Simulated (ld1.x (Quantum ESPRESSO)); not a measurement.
## Building the RRKJ potential for rhodium (Rh) (LDA (PZ), scalar-relativistic).

rhodium, norm-conserving RRKJ (Kleinman–Bylander form), made with ld1.x (Quantum ESPRESSO) 7.5 (LDA (PZ), scalar-relativistic). Core [Ar] 3d10, reference 4s2 4p6 4d8 5s0.75 5p0.25. Waves: 4s (bound): rc 0.90 bohr; 4p (bound): rc 1.75 bohr; 4d (bound): rc 1.40 bohr. Local part: the d channel. Core correction: none. rho0 = 0.02.

Occupied shells without a wave of their own: 5p, 5s. They enter only through the test configuration that unscreens the potential.

All-electron outer shells of the reference configuration (LDA (PZ), scalar-relativistic, ld1.x):

```csv
shell,level (eV),outermost node (bohr),outermost maximum (bohr)
3p,-483.01,0.15,0.34
3d,-301.45,–,0.29
4s,-83.02,0.47,0.88
4p,-51.00,0.47,0.94
4d,-6.60,0.46,1.15
5s,-4.92,1.19,2.60
5p,-1.26,1.35,3.74
```

Task: Does the generator finish with these settings?

Result: Yes, a potential is produced.

Task: Estimate the cutoffs (Ry, on a coarse ladder) from which the occupation-weighted sum of valence levels, in a spherical-Bessel basis at the reference potential, stays within 10 and 1 mRy of its value at 400 Ry.

Result: 160 Ry and 230 Ry.

Task: What does a ghost test show?

Result: No extra level below or beside the all-electron valence levels (s, p, d, f tested).

Task: Which valence shell sets the plane-wave cutoff?

Result: 4s: its level needs 200 Ry to come within 1 mRy, against 140 Ry for 5s.

Task: Tests: 4s2 4p6 4d8 5s1 5p0; 4s2 4p6 4d8 5s0 5p0; 4s2 4p6 4d7 5s0 5p0; 4s2 4p6 4d6 5s0 5p0; 4s2 4p6 4d7 5s1 5p0; 4s2 4p6 4d9 5s0 5p0; 4s2 4p6 4d5 5s0 5p0. Which has the largest error in its energy relative to the reference configuration, and how large is it?

Result: 4s2 4p6 4d7 5s1 5p0, with -22 meV (all-electron minus pseudo) on +10.43 eV.
